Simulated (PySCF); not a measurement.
## Correlation energy of Sr (strontium, neutral)

[Kr] 5s2, closed-shell 1S. Calculation: PySCF 2.14, in x2c-TZVPPall with one added diffuse shell each of s, p, d, f type (9s7p7d3f1g, 95 functions); scalar relativity by spin-free X2C-1e. Frozen: [Ar] 3d10; 10 electrons correlated.

```csv
level,correlation energy (mhartree)
CCSD,-234.11
(T),-8.00
CCSD(T),-242.11
```

Diagnostics: T1 = 0.021, D1 = 0.0663, largest double amplitude 0.058.

Cost of the coupled-cluster step: roughly 11 core-seconds, for 10 correlated electrons.

Iterations:

```
CC2 = 0
CCSD nocc = 5, nmo = 81
frozen orbitals [0, 1, 2, 3, 4, 5, 6, 7, 8, 9, 10, 11, 12, 13]
max_cycle = 100
direct = 0
conv_tol = 1e-08
conv_tol_normt = 1e-06
diis_space = 8
diis_start_cycle = 0
Init t2, MP2 energy = -3177.5387946676  E_corr(MP2) -0.219197104463703
Init E_corr(CCSD) = -0.219197104478898
cycle = 1  E_corr(CCSD) = -0.228304032972325  dE = -0.00910692849  norm(t1,t2) = 0.0560285
cycle = 2  E_corr(CCSD) = -0.23263084870322  dE = -0.00432681573  norm(t1,t2) = 0.0194794
cycle = 3  E_corr(CCSD) = -0.234066607379553  dE = -0.00143575868  norm(t1,t2) = 0.00928711
cycle = 4  E_corr(CCSD) = -0.234183794555263  dE = -0.000117187176  norm(t1,t2) = 0.00131628
cycle = 5  E_corr(CCSD) = -0.234100312574398  dE = 8.34819809e-05  norm(t1,t2) = 0.000531063
cycle = 6  E_corr(CCSD) = -0.234114432583115  dE = -1.41200087e-05  norm(t1,t2) = 0.000145021
cycle = 7  E_corr(CCSD) = -0.234116410420809  dE = -1.97783769e-06  norm(t1,t2) = 4.14391e-05
cycle = 8  E_corr(CCSD) = -0.234114808451132  dE = 1.60196968e-06  norm(t1,t2) = 1.11894e-05
cycle = 9  E_corr(CCSD) = -0.234114945434094  dE = -1.36982962e-07  norm(t1,t2) = 2.55929e-06
cycle = 10  E_corr(CCSD) = -0.234114916789935  dE = 2.86441588e-08  norm(t1,t2) = 7.51276e-07
cycle = 11  E_corr(CCSD) = -0.234114923694607  dE = -6.90467217e-09  norm(t1,t2) = 1.39387e-07
CCSD converged
E(CCSD) = -3177.55371248683  E_corr = -0.2341149236946072
CCSD(T) correction = -0.00800489582829224
```

This basis was not built for core-valence correlation, so the inner-shell part is incomplete.
